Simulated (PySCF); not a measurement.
# Static response to an electric field

C₄H₆F₂S₂.
Numbering: `[F:1][CH:2]([F:3])[CH:4]1[S:5][CH2:6][CH2:7][S:8]1` (hydrogens: H9 on C2; H10 on C4; H11, H12 on C6; H13, H14 on C7)

Cartesian coordinates in Å at the GFN2-xTB level; atoms count from 1:
```xyz
14
C4H6F2S2 angstrom
F      2.6216    1.2337   -0.6241
C      1.9273    0.4035    0.1853
F      2.8381   -0.4239    0.7455
C      0.8989   -0.3902   -0.6131
S      0.0011   -1.5453    0.4583
C     -1.3379   -0.3636    0.8214
C     -1.7706    0.2209   -0.5017
S     -0.2770    0.7768   -1.4037
H      1.4761    1.0094    0.9857
H      1.4107   -0.9656   -1.3867
H     -0.9650    0.4004    1.5040
H     -2.1383   -0.9243    1.3002
H     -2.2755   -0.5253   -1.1149
H     -2.4100    1.0930   -0.3783
```

Level: PBE0/def2-SVPD (PySCF), static field, nuclei fixed, core orbitals frozen in the response. The polarisability tensor in these axes (au):

```
x   94.05 -1.20 -1.23
y   -1.20 83.30 -9.49
z   -1.23 -9.49 80.83
```

Problem. Diagonalise the tensor; give its mean and Δα, where Δα² is half the sum of the squared differences of the eigenvalues.

Solution. Principal values 72.36, 91.63 and 94.19 au; mean 86.06 au = 12.75 Å³ = 14.19 × 10⁻⁴⁰ C²·m²/J; Δα = 20.67 au (24 % of the mean).

Problem. What is the dipole moment, and where does it point?

Solution. (-3.36, 0.09, 0.97) D, 3.50 D in size, pointing from the negative to the positive side. Measured along this direction, the outermost atoms are F1 at the negative end and H12 at the positive end.

Problem. Along which axes do the principal values lie, and how far do the nuclei extend along each?

Solution. Largest value along (1.00, -0.08, -0.03), where the nuclei span 5.31 Å; middle along (0.04, 0.75, -0.66), 3.13 Å; least along (0.08, 0.66, 0.75), 3.08 Å. 

Problem. Refractivity n − 1 of an ideal gas of it at 298.15 K and 1 atm, from the electronic α?

Solution. N = p/kT = 2.4615 × 10¹⁹ cm⁻³, so n − 1 = 2π × N × 12.75 × 10⁻²⁴ cm³ = 1972 × 10⁻⁶ at long wavelengths.

Problem. Orientational against electronic polarisability at 400 K (dilute gas, rigid molecules)?

Solution. In Gaussian units μ²/3kT = 73.94 Å³ against 12.75 Å³, a ratio of 5.80; the Debye molar polarisation (4π/3)N_A(α + μ²/3kT) is 218.7 cm³/mol, leaving out the vibrational part.

Geometry: GFN2-xTB, one conformer, isolated molecule.
